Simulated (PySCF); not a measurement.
p-chlorotoluene, C₇H₇Cl.
Bonds: C1–C2, C2–C3 (aromatic), C3–C4 (aromatic), C4–C5 (aromatic), C5–Cl6, C5–C7 (aromatic), C7–C8 (aromatic), C2–C8 (aromatic). Hydrogens: H9, H10, H11 on C1; H12 on C3; H13 on C4; H14 on C7; H15 on C8.

The same species was optimised twice, with GFN2-xTB and with PBE0-D3(BJ)/def2-SVP (PySCF), and the same property calculations (PySCF, gas phase) were run on both structures.

| coordinate | GFN2-xTB | PBE0-D3(BJ)/def2-SVP | change |
| --- | --- | --- | --- |
| C2–C3 (Å) | 1.390 | 1.400 | +0.010 |
| C2–C8 (Å) | 1.390 | 1.400 | +0.010 |
| C3–C4 (Å) | 1.383 | 1.392 | +0.009 |
| C7–C8 (Å) | 1.383 | 1.392 | +0.009 |
| C5–C7 (Å) | 1.385 | 1.393 | +0.008 |
| C4–C5 (Å) | 1.385 | 1.393 | +0.008 |
| C1–C2 (Å) | 1.498 | 1.501 | +0.003 |
| C5–Cl6 (Å) | 1.732 | 1.734 | +0.002 |
| C3–C2–C8 (°) | 118.5 | 117.8 | -0.7 |
| C1–C2–C3 (°) | 120.7 | 121.1 | +0.4 |
| C2–C8–C7 (°) | 121.1 | 121.5 | +0.4 |
| C2–C3–C4 (°) | 121.2 | 121.6 | +0.4 |
| C1–C2–C8 (°) | 120.8 | 121.1 | +0.3 |
| C4–C5–C7 (°) | 120.7 | 120.5 | -0.2 |
| C4–C5–Cl6 (°) | 119.7 | 119.8 | +0.1 |
| Cl6–C5–C7 (°) | 119.7 | 119.8 | +0.1 |

Rotational constants: A = 5586, B = 979.1, C = 837.4 MHz (GFN2-xTB) against A = 5528, B = 967.3, C = 827.5 MHz (PBE0-D3(BJ)/def2-SVP). Point groups within 0.08 Å: Cs and Cs.

On the GFN2-xTB structure: HOMO (eV) -6.92 [PBE0/pcSseg-1]; LUMO (eV) -0.49 [PBE0/pcSseg-1]; dipole (D) 2.27 [PBE0/pcSseg-1]; GIAO shielding of C1 (ppm) 163.5 [PBE0/pcSseg-1]; GIAO shielding of C2 (ppm) 45.4 [PBE0/pcSseg-1]; GIAO shielding of C3/C8 (mean) (ppm) 51.5 [PBE0/pcSseg-1]; GIAO shielding of C4/C7 (mean) (ppm) 52.1 [PBE0/pcSseg-1]; GIAO shielding of C5 (ppm) 44.1 [PBE0/pcSseg-1]; GIAO shielding of Cl6 (ppm) 720.9 [PBE0/pcSseg-1].

**Question.** What do these properties become on the PBE0-D3(BJ)/def2-SVP structure?

**Answer.** 
```csv
property,level,on GFN2-xTB,on PBE0-D3(BJ)/def2-SVP,change
HOMO (eV),PBE0/pcSseg-1,-6.92,-6.92,0.00
LUMO (eV),PBE0/pcSseg-1,-0.49,-0.53,-0.04
dipole (D),PBE0/pcSseg-1,2.27,2.26,-0.01
"energy, GFN2-xTB geometry as zero (kcal/mol)",PBE0/pcSseg-1,0.0,-0.2,-0.2
GIAO shielding of C1 (ppm),PBE0/pcSseg-1,163.5,161.8,-1.7
GIAO shielding of C2 (ppm),PBE0/pcSseg-1,45.4,43.6,-1.8
GIAO shielding of C3/C8 (mean) (ppm),PBE0/pcSseg-1,51.5,48.9,-2.6
GIAO shielding of C4/C7 (mean) (ppm),PBE0/pcSseg-1,52.1,49.9,-2.2
GIAO shielding of C5 (ppm),PBE0/pcSseg-1,44.1,41.7,-2.4
GIAO shielding of Cl6 (ppm),PBE0/pcSseg-1,720.9,716.3,-4.6
```

The heavy atoms differ by 0.013 Å rms after alignment. Among bonds between heavy atoms C2–C3, C2–C8, C3–C4 and C7–C8 change most and about equally (+0.009 to +0.010 Å). Changes are differences of the printed values. Neither structure is proved a minimum here.
